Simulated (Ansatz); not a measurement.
`[F][GeH2][F]` + `C[BH][InH2]` → `[F][GeH2][InH2]` + `CBF` at 600 K and 1 bar (redistribution).

Gas-phase electronic energies from Ansatz, PBE0-D4/def2-TZVP geometries. CCSD(T)/CBS adds triple-zeta CCSD(T) − MP2 to the extrapolated MP2 energy (def2 sets, frozen cores). This one scheme is used for every species. def2 core potentials past Kr. For Ge, In outer-core shells are correlated without core-valence functions, which leaves a few kJ/mol of doubt a bond. Scalar relativity is left out up to krypton.

| species | CCSD(T)/CBS energy (Eh) | H − E (kJ/mol) | S (J/(mol·K)) |
| --- | --- | --- | --- |
| `[F][GeH2][F]` | -2276.96403 | 89.1 | 327.8 |
| `C[BH][InH2]` | -256.21482 | 209.7 | 409.6 |
| `[F][GeH2][InH2]` | -2368.13046 | 129.8 | 425.4 |
| `CBF` | -165.10297 | 171.6 | 328.0 |

H − E and S are ideal-gas, rigid-rotor, harmonic terms from PBE0-D4/def2-TZVP, for one conformer and one mirror image of each species. 1 Eh = 2625.50 kJ/mol, R = 8.31446 J/(mol·K).

Problem. By hand: ΔE, ΔH, ΔS and ΔG.

Solution. ΔE = (-2368.13046) + (-165.10297) − (-2276.96403) − (-256.21482) = -0.05458 Eh = -143.3 kJ/mol. Δ(H − E) = 129.8 + 171.6 − 89.1 − 209.7 = 2.6, so ΔH = -140.7 kJ/mol. ΔS = 425.4 + 328.0 − 327.8 − 409.6 = 16.0 J/(mol·K). ΔG = -140.7 − 600 × (16.0)/1000 = -150.3 kJ/mol.

Problem. By hand: the equilibrium constant, and the temperature at which ΔG would vanish if ΔH and ΔS stayed fixed.

Solution. log₁₀ K = −ΔG/(RT ln 10) = 13.1. ΔH and −TΔS have one sign here, so there is no such temperature.

ΔH outweighs TΔS. A doubt of 5 kJ/mol in ΔE shifts log₁₀ K by 0.4 here. Other conformers and mirror images would add mixing entropy, several J/(mol·K) or more a flexible species. These are equilibria of isolated gas molecules and say nothing of rates. Largest T1 diagnostic: 0.014 (customary marks: 0.02 for closed shells, 0.045 for open ones).
